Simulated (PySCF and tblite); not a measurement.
The numbers below are computed, except where a source is named.
2 regioisomers of C7H14Se:

```json
{"isomer": "A", "SMILES": "[CH3:1][CH:2]([CH3:3])[C@@H:4]1[CH2:5][CH2:6][Se:7][CH2:8]1"}
{"isomer": "B", "SMILES": "[CH3:1][CH:2]([CH3:3])[C@@H:4]1[CH2:5][CH2:6][CH2:7][Se:8]1"}
```

Protocol: conformer search, at most 6 conformers an isomer, GFN2-xTB geometries, energies PBE0/6-31G* (D3(BJ) added where defined), weights at 298.15 K with GFN2-xTB thermal terms. Programs: PySCF with density fitting and tblite.

Equilibrium rotational constants and dipole components of each isomer's leading conformer, in random order:

| set | A (MHz) | B (MHz) | C (MHz) | abs μa | abs μb | abs μc (D) |
| --- | --- | --- | --- | --- | --- | --- |
| P | 3115 | 727 | 614 | 2.22 | 0.83 | 0.05 |
| Q | 2133 | 1105 | 769 | 0.48 | 2.10 | 0.01 |

(1) Match sets and isomers.

The whole study took 12 min on 1 thread of AMD EPYC, shared host (rough), peak memory 0.89 GiB, launched as `OMP_NUM_THREADS=1 python ens_run.py task.json out`.

Results:

(1) P is A (C1), Q is B (C1).
